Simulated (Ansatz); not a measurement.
Total energies of `[O]=[Mo](=[S])([Cl])[Cl]`.

```xyz
5

O    -1.508   -0.582   -0.666
Mo   -0.077   -0.031   -0.035
S    -0.546    1.348    1.468
Cl    1.043   -1.741    0.870
Cl    1.088    1.007   -1.637
```

The species carries charge 0 and has multiplicity 1. Correlated methods include outer-core shells of Mo, which these sets cover unevenly. Mo: def2 effective core potential. Geometry: relaxed with PBE0-D4/def2-TZVP. Basis def2-TZVPP, the Gaussian-basis code of Ansatz.

RPA on PBE orbitals: Hartree–Fock energy of these orbitals -1459.02506 Eh, correlation -2.03038 Eh (frozen core).

```json
{"functional": "BLYP", "energy without D4 (Eh)": "-1462.30310", "D4 term (kJ/mol)": "-50.3"}
{"functional": "r2SCAN", "energy without D4 (Eh)": "-1462.24443", "D4 term (kJ/mol)": "-5.2"}
{"functional": "B97M-V", "energy without D4 (Eh)": "-1461.96150", "D4 term (kJ/mol)": "–"}
{"functional": "PBE0", "energy without D4 (Eh)": "-1461.77033", "D4 term (kJ/mol)": "-20.6"}
{"functional": "B3LYP", "energy without D4 (Eh)": "-1462.37226", "D4 term (kJ/mol)": "-39.5"}
{"functional": "r2SCANh", "energy without D4 (Eh)": "-1462.19935", "D4 term (kJ/mol)": "-5.8"}
{"functional": "HSE06 (plane-wave form)", "energy without D4 (Eh)": "-1461.74506", "D4 term (kJ/mol)": "-19.7"}
{"functional": "CAM-B3LYP", "energy without D4 (Eh)": "-1462.25644", "D4 term (kJ/mol)": "-21.7"}
{"functional": "LC-ωPBE", "energy without D4 (Eh)": "-1461.86897", "D4 term (kJ/mol)": "–"}
{"functional": "ωB97X-V", "energy without D4 (Eh)": "-1462.01787", "D4 term (kJ/mol)": "–"}
```

Question: Give the same for LDA (SPW92), PBE, revPBE, r2SCAN0, BHLYP, ωB97M-V, B2PLYP, PBE-QIDH. (An estimate is asked.)

Answer: The calculation gave: 
| functional | energy without D4 (Eh) | D4 term (kJ/mol) |
| --- | --- | --- |
| LDA (SPW92) | -1457.36291 | – |
| PBE | -1461.74664 | -23.9 |
| revPBE | -1462.12596 | -54.4 |
| r2SCAN0 | -1462.13372 | -6.6 |
| BHLYP | -1462.10871 | -36.6 |
| ωB97M-V | -1462.11385 | – |
| B2PLYP | -1461.81308 | – |
| PBE-QIDH | -1461.45523 | – |

B3LYP takes the VWN-RPA correlation (the form of Gaussian; ORCA's B3LYP/G). HSE06 is the plane-wave form, built on full-range PBE exchange. The double hybrids freeze the cores in their second-order part.

LC-ωPBE has ω = 0.4 bohr⁻¹.
